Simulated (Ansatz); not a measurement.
Harmonic frequencies (cm⁻¹) at PBE0-D4/def2-TZVP from Ansatz: 100, 136, 192, 253, 358, 589, 594, 749, 813, 874, 916, 936, 944, 1020, 1038, 1062, 1222, 1250, 1329, 1627, 2222, 2222, 2239, 2575, 2658, 3116, 3128.

Problem. Which molecule is it?
A. `B1CC[SiH2]1`
B. `BC1C[SiH2]1`
C. `B/C=C/[SiH3]`
D. `CC1B[SiH2]1`

Solution. C.
